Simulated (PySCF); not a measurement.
**Ionisation energy of V²²⁺ by level of theory**

V²²⁺ 1s1 (2S) → V²³⁺ (bare nucleus), as a difference of total energies. Calculation: PySCF 2.14, in an uncontracted even-tempered set (17 s from 20 bohr⁻², ratio 2.2; 7 p from 31 bohr⁻², ratio 2.4; 4 d from 93 bohr⁻², ratio 2.4; 3 f from 140 bohr⁻², ratio 2.4; 3 g from 210 bohr⁻², ratio 2.4); the spin-free X2C one-electron Hamiltonian (Gaussian nucleus). The calculations carry no spin-orbit coupling.

| method | ionisation energy (eV) |
| --- | --- |
| UHF | 7248.8 |
| LDA | 7222.4 |
| PBE | 7245.3 |
| PBE0 | 7246.2 |
| r2SCAN | 7249.0 |
| BHandHLYP | 7248.1 |
| M06 | 7249.0 |

For comparison: 7246.1 eV (theoretical estimate listed by NIST; NIST Atomic Spectra Database, ionization energies).
